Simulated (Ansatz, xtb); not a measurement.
Two isomers of C5H11FS

Structure a: `C[C@@H](F)C[C@@H](C)S`, a singlet. Structure b: `C[C@H](F)C[C@@H](C)S`, a singlet. Both are isolated molecules in the gas phase, relaxed with B3LYP-D3(BJ)/def2-SVP, each in the lowest conformer that the search found.

a (Å):

```xyz
18

C    -2.2705   -1.3114   -0.3152
C    -2.1058    0.1928   -0.4078
C    -0.9302    0.7325    0.3910
C    -0.7667    2.2541    0.3233
C     0.2566    2.7718    1.3296
F    -3.2704    0.7974    0.0808
S    -0.4015    2.8532   -1.3871
H    -1.3971   -1.8235   -0.7478
H    -3.1678   -1.6313   -0.8653
H    -2.3761   -1.6271    0.7349
H    -2.0060    0.5091   -1.4601
H    -1.0725    0.4426    1.4477
H    -0.0033    0.2405    0.0485
H    -1.7487    2.7078    0.5301
H     0.3460    3.8661    1.2775
H    -0.0346    2.4919    2.3560
H     1.2525    2.3394    1.1351
H     0.8307    2.2958   -1.4712
```

b (Å):

```json
{"atom": "C", "x (Å)": "0.4068", "y (Å)": "1.2749", "z (Å)": "-1.9860"}
{"atom": "C", "x (Å)": "1.2563", "y (Å)": "1.5051", "z (Å)": "-0.7515"}
{"atom": "C", "x (Å)": "1.1329", "y (Å)": "0.4244", "z (Å)": "0.3167"}
{"atom": "C", "x (Å)": "-0.2654", "y (Å)": "0.1894", "z (Å)": "0.8921"}
{"atom": "C", "x (Å)": "-0.2676", "y (Å)": "-0.9203", "z (Å)": "1.9407"}
{"atom": "F", "x (Å)": "2.5987", "y (Å)": "1.5451", "z (Å)": "-1.1358"}
{"atom": "S", "x (Å)": "-1.0502", "y (Å)": "1.7359", "z (Å)": "1.5386"}
{"atom": "H", "x (Å)": "0.6527", "y (Å)": "2.0238", "z (Å)": "-2.7533"}
{"atom": "H", "x (Å)": "-0.6628", "y (Å)": "1.3714", "z (Å)": "-1.7467"}
{"atom": "H", "x (Å)": "0.5886", "y (Å)": "0.2730", "z (Å)": "-2.4071"}
{"atom": "H", "x (Å)": "1.0153", "y (Å)": "2.4873", "z (Å)": "-0.3126"}
{"atom": "H", "x (Å)": "1.4946", "y (Å)": "-0.5236", "z (Å)": "-0.1203"}
{"atom": "H", "x (Å)": "1.8293", "y (Å)": "0.6737", "z (Å)": "1.1360"}
{"atom": "H", "x (Å)": "-0.9508", "y (Å)": "-0.0925", "z (Å)": "0.0761"}
{"atom": "H", "x (Å)": "0.3768", "y (Å)": "-0.6528", "z (Å)": "2.7939"}
{"atom": "H", "x (Å)": "0.1191", "y (Å)": "-1.8593", "z (Å)": "1.5101"}
{"atom": "H", "x (Å)": "-1.2818", "y (Å)": "-1.1012", "z (Å)": "2.3241"}
{"atom": "H", "x (Å)": "-0.1009", "y (Å)": "1.9994", "z (Å)": "2.4683"}
```

Quicker runs give these differences E(b) − E(a): GFN2-xTB +0.29 kcal/mol; HF/STO-3G +1.02 kcal/mol (at GFN2-xTB geometries); r2SCAN-D4/def2-SVP +0.96 kcal/mol (at GFN2-xTB geometries).

**Question.** Estimate E(b) − E(a) at the level CCSD(T)/def2-SVP + ΔMP2/def2-TZVPP.

**Answer.** Too close to call at this level: CCSD(T)/def2-SVP + ΔMP2/def2-TZVPP gives E(b) − E(a) = +0.92 kcal/mol.

The same difference at several levels:

```csv
level,geometry,E(b) − E(a) (kcal/mol),departure from the last row (kcal/mol),"job, with rough time for the two"
GFN2-xTB,GFN2-xTB,+0.29,−0.63,"optimisation, 0.22 s"
HF/STO-3G,GFN2-xTB,+1.02,+0.11,"single point, 0.48 s"
r2SCAN-D4/def2-SVP,GFN2-xTB,+0.96,+0.04,"single point, 5.3 s"
B3LYP-D3(BJ)/def2-SVP,B3LYP-D3(BJ)/def2-SVP,+0.91,−0.01,"optimisation, 59 s"
HF/def2-SVP,B3LYP-D3(BJ)/def2-SVP,+1.54,+0.62,part of the CCSD(T) run
MP2/def2-SVP,B3LYP-D3(BJ)/def2-SVP,+0.96,+0.04,part of the CCSD(T) run
CCSD(T)/def2-SVP,B3LYP-D3(BJ)/def2-SVP,+1.06,+0.15,single point
CCSD(T)/def2-SVP + ΔMP2/def2-TZVPP,B3LYP-D3(BJ)/def2-SVP,+0.92,,"single point, 2.4 min"
```

As drawn, both hold the same kinds of bond in the same numbers.

The largest departure from CCSD(T)/def2-SVP + ΔMP2/def2-TZVPP is that of GFN2-xTB, 0.63 kcal/mol. The last row adds to CCSD(T) the change of the MP2 difference between the two basis sets, here −0.15 kcal/mol.

With thermal terms from frequencies at re-optimised GFN2-xTB minima (ideal gas, soft modes damped towards free rotors, one conformer each, 298.15 K, 1 atm): the zero-point term adds +0.05 kcal/mol; ΔH is +0.97 and ΔG +1.04 kcal/mol.

The correlated steps freeze 11 core orbitals. Run with Ansatz 0.2.0, xtb 6.7.1; the last row on 4 threads of Arm Neoverse V1 on a shared host.
